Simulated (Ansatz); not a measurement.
Ansatz (a program for electronic structure) input:

Ansatz 0.2 input:
```yaml
crystal:
  periodic: [false, false, false]
  atoms:
    - {symbol: Sb, position_ang: [0.03284022, 0.01666518, 1.10466504]}
    - {symbol: I, position_ang: [0.95642202, -1.83978264, -0.53275833]}
    - {symbol: I, position_ang: [-0.98802298, 1.82374634, -0.53022124]}
basis:
  gaussian:
    orbitals: def2-SVPD
total_charge: 1
magnetization: {spin_polarized: false}
correlation: {method: ccsd_t, electrons: outside_noble_gas}
output: {forces: true}
```

Which total energy does the run end on?

-832.68104 Eh (CCSD(T)/def2-SVPD). The basis has 102 functions. The run takes roughly 30 core-seconds.
